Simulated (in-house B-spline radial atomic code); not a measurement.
# Ionising Ga VII (Ga6+) with different functionals

Computed with an all-electron radial atomic-structure program (B-spline basis): four-component Dirac-Coulomb Hamiltonian, Fermi nucleus of rms radius 3.9973 fm, spin-restricted, spherical fractional occupations for the functionals, and exact exchange of hybrids averaged over the configuration. The ionisation energy is the difference of two self-consistent energies, [Ar] 3d7 → [Ar] 3d6, without Breit or QED terms; ε is the level of the shell that loses the electron (mean over j). The electron is taken from both j subshells in proportion to 2j + 1, so the result is a j average, not the step between ground levels.

```json
{"method": "PBE0", "rung": "global hybrid", "ΔSCF (eV)": "?", "-ε(3d) (eV)": "?"}
{"method": "B3LYP", "rung": "global hybrid", "ΔSCF (eV)": "?", "-ε(3d) (eV)": "?"}
{"method": "CAM-B3LYP", "rung": "range-separated hybrid", "ΔSCF (eV)": "144.05", "-ε(3d) (eV)": "134.86"}
{"method": "HSE06", "rung": "range-separated hybrid", "ΔSCF (eV)": "143.89", "-ε(3d) (eV)": "133.11"}
```

What does B3LYP give?

ΔSCF 144.10 eV, and -ε(3d) = 132.85 eV.

What does PBE0 give?

ΔSCF 143.96 eV, and -ε(3d) = 133.60 eV.

Among the functionals, which spreads more, the ΔSCF values or the orbital energies?

The orbital energies: ΔSCF values span about 0.21 eV and the orbital energies 2.01 eV; here energy differences depend much less on the functional than eigenvalues do.

How do they compare with the NIST value?

NIST lists 141 eV ± 1.4 (tabulated theory, ground level to ground level). Errors run from +3.09 to +3.30 eV. The correlated functionals all miss on the same side by more than they spread, so the cause is common to them (Breit-QED terms, spin polarisation, the choice among j levels, multiplet and fine-structure energies, or a listed next ion that isn't the cheapest removal here) and closeness doesn't rank the functionals.
